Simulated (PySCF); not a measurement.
A survey of ²⁹Si NMR shifts

[PySCF 2.14.0 with density-fitted response routines: σ from GIAO-PBE0/pcSseg-1; GFN2-xTB geometry; in vacuum; equivalent nuclei averaged; one conformer; relativity neglected]

Shieldings were converted by a linear fit to measured shifts: ²⁹Si: δ = 279.94 − 0.822σ (rms 8.9 ppm, 72 shifts, 25.8 ppm with the 6 outliers that the fit left out vs TMS, solution or neat liquid). A few per cent of atoms miss by over 2 rms, more outside the fitted compound classes.

Give the ²⁹Si shifts of `C=CC[Si@@H](O)[SiH2]S`, `C=C(C#N)[Si@](C)([SiH3])Cl`, `N#CC[C@H](CCl)[SiH2]CCl`, `C#C[C@@]1([SiH3])CCCSC1`, `C1=C(C2CCCC2)S[SiH2]1`, `[SiH3]CO[SiH2]O[SiH3]`, `CC(=S)O[SiH2]C[SiH3]`.

Results:


| compound | environment | δ (ppm) |
| --- | --- | --- |
| [CH2:1]=[CH:2][CH2:3][Si@@H:4]([OH:5])[SiH2:6][SH:7] | Si4: silicon bonded to C, O, Si, H | -19.7 |
| [CH2:1]=[CH:2][CH2:3][Si@@H:4]([OH:5])[SiH2:6][SH:7] | Si6: silicon bonded to S, Si, 2 H | -61.6 |
| [CH2:1]=[C:2]([C:3]#[N:4])[Si@:5]([CH3:6])([SiH3:7])[Cl:8] | Si5: silicon bonded to 2 C, Cl, Si | 8.3 |
| [CH2:1]=[C:2]([C:3]#[N:4])[Si@:5]([CH3:6])([SiH3:7])[Cl:8] | Si7: silicon bonded to Si, 3 H | -99.1 |
| N#CC[C@H](CCl)[SiH2]CCl | silicon bonded to 2 C, 2 H | -34.4 |
| C#C[C@@]1([SiH3])CCCSC1 | silicon bonded to C, 3 H | -48.3 |
| C1=C(C2CCCC2)S[SiH2]1 | silicon bonded to C, S, 2 H, in a 4-membered ring | -40.6 |
| [SiH3:1][CH2:2][O:3][SiH2:4][O:5][SiH3:6] | Si4: silicon bonded to 2 O, 2 H | -40.6 |
| [SiH3:1][CH2:2][O:3][SiH2:4][O:5][SiH3:6] | Si6: silicon bonded to O, 3 H | -43.8 |
| [SiH3:1][CH2:2][O:3][SiH2:4][O:5][SiH3:6] | Si1: silicon bonded to C, 3 H | -66.3 |
| [CH3:1][C:2](=[S:3])[O:4][SiH2:5][CH2:6][SiH3:7] | Si5: silicon bonded to C, O, 2 H | -25.1 |
| [CH3:1][C:2](=[S:3])[O:4][SiH2:5][CH2:6][SiH3:7] | Si7: silicon bonded to C, 3 H | -69.3 |
